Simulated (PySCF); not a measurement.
C₃H₉NOSi, SMILES [Si@@H](/C=C/C)(O)N. Atoms are numbered in the order given.

```xyz
15

C      3.0672    -0.4753    -0.4278
C      1.5654    -0.4648    -0.4058
C      0.7953     0.0601     0.5590
Si    -1.0626     0.0261     0.4498
N     -1.6293     1.6500     0.4212
O     -1.5030    -0.8167    -0.9362
H      3.4476     0.0474    -1.3218
H      3.4897     0.0087     0.4658
H      3.4501    -1.5087    -0.4800
H      1.0679    -0.9288    -1.2696
H      1.2900     0.5296     1.4216
H     -1.6878    -0.6636     1.6191
H     -2.6235     1.8513     0.4421
H     -1.1302     2.3347    -0.1371
H     -1.5652    -1.7729    -0.8485
```
Charge 0, spin multiplicity 1.

Geometry: ωB97X-D3(BJ)/def2-SVP. The structure was generated by enumeration; whether it is a known compound was not checked. One conformer was computed; it need not be the lowest.

Two levels are set side by side: PBE/pcSseg-1 (PySCF) and KT2/pcSseg-1 (PySCF). GIAO shifts against H2O (¹⁷O), NH3 (¹⁵N), TMS (²⁹Si), TMS (¹H), TMS (¹³C) at the same level; non-relativistic, no solvent, atoms listed together averaged. Differences are taken from unrounded values.

```
quantity                   PBE
-----------------------  -----
δ(¹³C) of C1 (ppm)        28.9
δ(¹³C) of C2 (ppm)       158.3
δ(¹³C) of C3 (ppm)       134.8
δ(²⁹Si) of Si4 (ppm)     -30.1
δ(¹⁵N) of N5 (ppm)        39.0
δ(¹⁷O) of O6 (ppm)        58.1
δ(¹H) of H10 (ppm)        6.89
δ(¹H) of H11 (ppm)        6.11
δ(¹H) of H12 (ppm)        5.46
δ(¹H) of H13, H14 (ppm)   1.15
δ(¹H) of H15 (ppm)        0.99
```

**Question.** These are the PBE values. What does KT2 give? (Estimate from the structure and the level; the computed values follow.)

**Answer.** 
```tsv
quantity	KT2	PBE minus KT2
δ(¹³C) of C1 (ppm)	28.3	0.7
δ(¹³C) of C2 (ppm)	149.2	9.1
δ(¹³C) of C3 (ppm)	125.6	9.1
δ(²⁹Si) of Si4 (ppm)	-28.2	-1.9
δ(¹⁵N) of N5 (ppm)	37.6	1.4
δ(¹⁷O) of O6 (ppm)	54.9	3.1
δ(¹H) of H10 (ppm)	6.70	0.18
δ(¹H) of H11 (ppm)	5.91	0.20
δ(¹H) of H12 (ppm)	5.41	0.05
δ(¹H) of H13, H14 (ppm)	1.24	-0.09
δ(¹H) of H15 (ppm)	0.98	0.01
```

Rough cost on one machine, each run with all the roots and properties that it gave: KT2 against PBE within a factor of 2.
